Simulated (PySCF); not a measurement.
**Ga: ionisation energy**

Ga [Ar] 3d10 4s2 4p1 (2P) → Ga⁺ [Ar] 3d10 4s2 (1S), as a difference of total energies. Computed with PySCF 2.14 in aug-cc-pVDZ-DK (6s5p3d, 36 functions), with scalar relativity by spin-free X2C-1e. Correlated levels: valence: [Ar] 3d10 frozen. The calculations carry no spin-orbit coupling.

| method | ionisation energy (eV) |
| --- | --- |
| UHF | 5.521 |
| MP2 (valence) | 5.669 |
| SCS-MP2 (valence) | 5.646 |
| CCSD (valence) | 5.732 |
| CCSD(T) (valence) | 5.747 |
| CCSDT (valence) | 5.754 |
| FCI (valence) | 5.754 |

Problem. How much does correlation contribute at CCSD(T) (valence)?

Solution. 5.747 − (5.521) = 0.226 eV, measured against UHF.

A first-order spin-orbit estimate (lowest level to lowest level, LS coupling) adds 0.059 eV.

Errors of the correlated levels include the incompleteness of this basis and the frozen core.

For comparison: 5.999 eV (measured; NIST Atomic Spectra Database, ionization energies).
